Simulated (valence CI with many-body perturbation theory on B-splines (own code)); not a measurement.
## Mn19+: E2, M1 decay

Computed by valence CI with perturbative core correlation (CI+MBPT): four valence electrons over a frozen Dirac-Fock core [He], a basis of 11 s, 11 p, 10 d, 8 f, 5 g, 2 h functions for each j, with the one-electron correlation potential Σ1, the two-electron term Σ2, the three-electron term Σ3, Breit, model QED; selected CI, second order for the rest, scaled by the run's own slope (own B-spline code, finite nucleus).

No measured spectrum was set against this ion. As an estimate, levels of excited configurations hold to 0.05 to 0.15 % of their energy, terms of the ground configuration to about 0.5 %. Among the levels kept, up to 1000 cm⁻¹ of a level comes from second order outside the variational space, and about a tenth of that is noise between levels of different J, which matters for small intervals.

Lines 1 to 29 of 29 in falling wavelength, among levels below 8645.5 × 10³ cm⁻¹, chosen from the decays that carry over 1 % of a level's rate. Wavelengths and rates use the calculated energies, so an error of 500 cm⁻¹ moves a line at 879.4 Å by 0.44 % and its rate by three times that or more. Electric multipoles are in the length gauge, E1 and E2 with the static RPA response of the core. S is in atomic units (e²a₀⁴ for E2 and M2, e²a₀⁶ for E3), for M1 in squared Bohr magnetons. Weak lines are less certain than strong ones. Lines between different terms over intervals too small for the method are left out, as are lines whose strength nearly cancels. The highest levels of a list are the least certain.

Names give the largest LS component (configuration and term), which can be under half, so a name can repeat, a term be missing and a line seem to break the LS rules; names also repeat where a configuration has a term twice. Letters in brackets count levels of one name in rising energy.

| λ vac (Å) | Upper | Lower | Type | A (s⁻¹) | S (a.u.) |
| --- | --- | --- | --- | --- | --- |
| 2556 | 2s²2p² ³P_2 | 2s²2p² ³P_1 | M1 | 6.48e+02 | 2.01e+00 |
| 1675 | 2s²2p² ³P_1 | 2s²2p² ³P_0 | M1 | 3.52e+03 | 1.84e+00 |
| 879.4 | 2s²2p² ¹D_2 | 2s²2p² ³P_2 | M1 | 9.61e+03 | 1.21e+00 |
| 654.3 | 2s²2p² ¹D_2 | 2s²2p² ³P_1 | M1 | 9.67e+03 | 5.02e-01 |
| 365.2 | 2s²2p² ¹S_0 | 2s²2p² ³P_1 | M1 | 9.15e+04 | 1.65e-01 |
| 15.13 | 2s²2p3d ³F°_4 | 2s2p³ ³P°_2 | E2 | 4.57e+07 | 2.91e-04 |
| 14.45 | 2s2p²3p ⁵D°_4 | 2s2p³ ³D°_3 | E2 | 4.56e+07 | 2.31e-04 |
| 14.40 | 2s²2p3p ³D_1 | 2s²2p² ¹D_2 | E2 | 4.32e+08 | 7.16e-04 |
| 14.19 | 2s2p²3p ³F°_4 | 2s2p³ ³P°_2 | E2 | 3.79e+08 | 1.76e-03 |
| 14.17 | 2s²2p3p ³D_1 | 2s²2p² ³P_2 | E2 | 1.07e+09 | 1.64e-03 |
| 14.16 | 2s²2p3p ³P_1 [b] | 2s²2p² ¹D_2 | E2 | 2.11e+09 | 3.22e-03 |
| 14.09 | 2s²2p3p ³D_1 | 2s²2p² ³P_1 | E2 | 1.11e+09 | 1.65e-03 |
| 14.07 | 2s²2p3p ³D_2 | 2s²2p² ³P_2 | E2 | 8.84e+08 | 2.17e-03 |
| 14.06 | 2s2p²3p ⁵D°_0 | 2s2p³ ⁵S°_2 | E2 | 1.60e+09 | 7.83e-04 |
| 14.00 | 2s2p²3p ⁵D°_2 | 2s2p³ ⁵S°_2 | E2 | 1.31e+09 | 3.15e-03 |
| 13.94 | 2s2p²3p ³F°_4 | 2s2p³ ³D°_3 | E2 | 1.31e+09 | 5.52e-03 |
| 13.92 | 2s2p²3p ⁵D°_3 | 2s2p³ ⁵S°_2 | E2 | 1.44e+09 | 4.71e-03 |
| 13.92 | 2s²2p3p ³D_3 | 2s²2p² ³P_2 | E2 | 1.21e+09 | 3.94e-03 |
| 13.90 | 2s2p²3p ³F°_4 | 2s2p³ ³D°_2 | E2 | 7.06e+08 | 2.94e-03 |
| 13.87 | 2s²2p3p ³D_2 | 2s²2p² ³P_0 | E2 | 9.74e+08 | 2.23e-03 |
| 13.85 | 2s2p²3p ⁵D°_4 | 2s2p³ ⁵S°_2 | E2 | 1.64e+09 | 6.73e-03 |
| 13.84 | 2s²2p3p ³D_3 | 2s²2p² ³P_1 | E2 | 7.66e+08 | 2.43e-03 |
| 13.09 | 2s2p²3d ⁵D_4 | 2s²2p² ¹D_2 | E2 | 2.18e+07 | 6.72e-05 |
| 12.89 | 2s2p²3d ⁵D_4 | 2s²2p² ³P_2 | E2 | 2.48e+08 | 7.10e-04 |
| 12.30 | 2p³3d ⁵D°_0 | 2s2p³ ⁵S°_2 | E2 | 7.44e+09 | 1.87e-03 |
| 12.30 | 2p³3d ⁵D°_3 | 2s2p³ ⁵S°_2 | E2 | 7.20e+09 | 1.27e-02 |
| 12.30 | 2p³3d ⁵D°_2 | 2s2p³ ⁵S°_2 | E2 | 7.27e+09 | 9.12e-03 |
| 12.30 | 2p³3d ⁵D°_1 | 2s2p³ ⁵S°_2 | E2 | 7.42e+09 | 5.58e-03 |
| 12.29 | 2p³3d ⁵D°_4 | 2s2p³ ⁵S°_2 | E2 | 7.41e+09 | 1.67e-02 |
